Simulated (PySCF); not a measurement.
Molecule: SMILES COc1cccnc1, C6H7NO.

Geometry:
| atom | x (Å) | y (Å) | z (Å) |
| --- | --- | --- | --- |
| C1 | 2.191 | -0.354 | -0.294 |
| O2 | 1.173 | 0.610 | -0.267 |
| C3 | -0.105 | 0.197 | -0.197 |
| C4 | -1.096 | 1.185 | -0.186 |
| C5 | -2.424 | 0.797 | -0.113 |
| C6 | -2.725 | -0.567 | -0.053 |
| N7 | -1.791 | -1.508 | -0.064 |
| C8 | -0.513 | -1.144 | -0.134 |
| H9 | 2.197 | -0.971 | 0.621 |
| H10 | 3.139 | 0.194 | -0.359 |
| H11 | 2.102 | -1.020 | -1.171 |
| H12 | -0.796 | 2.234 | -0.236 |
| H13 | -3.223 | 1.542 | -0.103 |
| H14 | -3.766 | -0.905 | 0.006 |
| H15 | 0.222 | -1.955 | -0.140 |

Geometry PBE0-D3(BJ)/def2-SVP throughout; GIAO in PySCF, gas phase, one conformer, non-relativistic; equivalent atoms averaged; functional PBE0.

For orientation, pcSseg-0 gives these absolute shieldings σ: C3 28.0, C6 38.9, C8 49.5, C4 58.4, C1 135.9, O2 244.6, H15 24.42, H12 25.60, H9/H10/H11 28.68 ppm.

A run gave: C3 112.3, C6 119.9, C8 124.3, C4 131.5, C1 185.5, O2 302.1, H15 24.86, H12 25.73, H9/H10/H11 29.67 ppm (absolute shieldings σ).

Task: Which basis set was used in that run?
A. pcSseg-1
B. STO-3G
C. cc-pVDZ
D. def2-SVP

Result: B. C3 tells them apart best: STO-3G gives 112.3, cc-pVDZ gives 44.1, pcSseg-1 gives 25.0, def2-SVP gives 42.9 ppm.
